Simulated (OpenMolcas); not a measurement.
## Pt2+: effect of the metal basis

Pt2+ with its 6 nearest fluoride ions at 2.081 Å, on the Zn site of KZnF3 (a = 4.054 Å, distance in the model lattice 2.027 Å). The rest of the host is ab initio model potentials to 7.6 Å and point charges beyond; the distance is set by hand and nothing relaxes.

```json
{
 "Program": "OpenMolcas 26.06",
 "Method": "CASSCF",
 "Spin-orbit coupling": "state interaction with AMFI integrals over the reference wave functions"
}
```

Fixed: ligand basis ANO-RCC-VDZP, active space 8 electrons in 5 orbitals (5d), DKH2 Hamiltonian.

States (labels of O, the rotations of Oh). Energies in cm-1 above the lowest state or level, χT in cm3 K/mol; 10Dq and B are least-squares fits to the states below 45000 cm-1, weighted by degeneracy, with a free offset, and given where the rms deviation is under 5 % of |10Dq| (or 100 cm-1) and under 700 cm-1.

| Run | Metal basis | Ground state | First state of that spin | 10Dq | B (rms of fit) | First gap with spin-orbit (degeneracies) | χT at 300 K | First state of another spin | Cost |
| --- | --- | --- | --- | --- | --- | --- | --- | --- | --- |
| A | ANO-RCC-VDZP | 3A2 | 3T2 19822 | 19669 | 795 (64) | 10755 (3, 2) | 1.642 | 1E 12478 | roughly 22 core-seconds |
| B | ANO-RCC-VTZP | 3A2 | 3T2 19470 | 19373 | 797 (72) | 10874 (3, 2) | 1.646 | 1E 12659 | roughly 40 core-seconds |

Against A, |10Dq| changes by -1.5 % in B.

Costs are those of the RASSCF and RASSI steps.

Without dynamic correlation the repulsion within the d shell is too large (B by tens of per cent), so at a given field states of lower spin stand too high. Real 4d8 and 5d8 ions are as a rule square planar and diamagnetic. With metal d orbitals alone the field can be off either way by tens of per cent. Ligand-to-metal charge-transfer states are missing. With no ligand orbital active B as a rule stays too high, so bands that hang on it stand too high and its fall with covalency is understated. No measured value stands beside these numbers; the geometry was set by hand and not optimised.
